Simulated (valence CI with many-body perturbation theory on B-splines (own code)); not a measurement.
The numbers below are computed, except where a source is named.
**Dy16+: magnetic and hyperfine properties of the levels**

Method: valence CI with perturbative core correlation (CI+MBPT): four valence electrons over a frozen Dirac-Fock core [Kr] 4d10, a basis of 7 s, 7 p, 7 d, 7 f, 4 g, 2 h functions for each j, with the one-electron correlation potential Σ1, the two-electron term Σ2, the three-electron term Σ3, Breit, model QED; selected CI, second order for the rest, scaled by the run's own slope (own B-spline code, finite nucleus).

No measured spectrum was set against this ion. As an estimate, terms of the open shell hold to a few per cent of their energy, and close levels can change places.

A/g_I is the dipole constant over the nuclear g factor μ/I (μ in nuclear magnetons, uniformly magnetised nucleus), B/Q the quadrupole constant per barn. Both hold the static response of the core; the bare values leave it out. Large factors of s and p1/2 electrons are usually good to 5 to 10 %; those of open d and f shells near neutrality can be off by tens of per cent, and small factors of p3/2, d and f electrons come from cancelling terms and can be off by a factor of two or in sign, in half-filled shells by more. B is blank for J = 1/2, where it vanishes, and for nearly pure S terms. Energies count from the lowest level. Levels with J = 0 are left out.

Names give the largest LS component (configuration and term), which can be under half, so a name can repeat, a term be missing and a line seem to break the LS rules; names also repeat where a configuration has a term twice. Letters in brackets count levels of one name in rising energy.

```tsv
Level	E (cm⁻¹)	g	A/g_I (MHz)	A/g_I bare	B/Q (MHz/b)	B/Q bare
4f4 5I_4	0.0	0.611	2280	1890	-920	-755
4f4 5I_5	4436	0.902	1530	1490	-834	-699
4f4 5I_6	8955	1.067	1110	1270	-813	-696
4f4 5I_7	13399	1.169	871	1150	-823	-717
4f4 5I_8	17710	1.235	729	1100	-858	-758
4f4 5F_1	24743	0.047	4200	3270	324	270
4f4 5F_2	25313	1.019	1480	1650	632	528
4f4 5F_3	28042	1.225	777	1140	334	269
4f4 5F_4 [a]	29352	1.177	966	1290	-805	-686
4f4 5S_2	29463	1.895	-1030	113	-50.2	-56.2
4f4 3K_6 [a]	31975	0.863	1640	1560	276	246
4f4 5F_5	33897	1.338	411	891	371	278
4f4 5G_2	34039	0.408	2850	2230	-333	-268
4f4 5F_4 [b]	34207	1.083	1080	1250	300	250
4f4 3K_7 [a]	34739	0.983	1350	1410	881	726
4f4 5G_3	35236	0.885	1670	1630	49.6	56.3
4f4 3K_8 [a]	38131	1.061	1160	1330	1390	1130
4f4 3H_5 [a]	40370	1.170	804	1070	110	78.0
4f4 5G_4	41299	1.061	1160	1320	-181	-146
4f4 3G_3 [a]	43118	0.823	1710	1570	-911	-759
4f4 3D_2 [a]	43862	1.190	852	1170	714	605
4f4 5G_5	46270	1.177	865	1160	-350	-298
4f4 3L_7	46293	0.919	1420	1390	1050	895
4f4 3P_1 [a]	46858	1.018	1570	1750	-44.2	-42.3
4f4 5G_6	47071	1.260	569	943	-499	-452
4f4 3M_8	48614	1.005	1220	1290	1970	1630
4f4 3L_8	49039	0.980	1350	1410	1980	1650
4f4 3L_9	49752	1.070	1120	1290	2770	2290
4f4 1D_2 [a]	50346	1.021	1050	1110	-430	-373
4f4 3G_4 [a]	50634	1.091	1060	1250	-1040	-865
4f4 3D_3 [a]	50805	1.283	396	768	809	670
4f4 3H_6 [a]	51302	1.217	776	1120	-612	-526
4f4 3F_4 [a]	53247	1.150	834	1070	-776	-662
4f4 3I_5 [a]	54164	0.910	1450	1410	428	346
4f4 3F_2 [a]	56630	0.714	2390	2230	681	584
4f4 3D_1 [a]	57193	0.979	1800	1970	155	137
4f4 3G_5 [a]	57812	1.130	913	1140	-490	-421
4f4 3F_2 [b]	58446	1.121	555	665	20.5	19.9
```

**Question.** Take the isotope of mass number 161, with I = 5/2, μ = -0.479 μN and Q = 2.51 b. What is the hyperfine structure of 4f4 5F_2?

**Answer.** From the table A = -284 MHz, B = 1590 MHz. Shifts from the centre of gravity in MHz: F = 1/2: 3100, F = 3/2: 1960, F = 5/2: 454, F = 7/2: -818, F = 9/2: -1020.
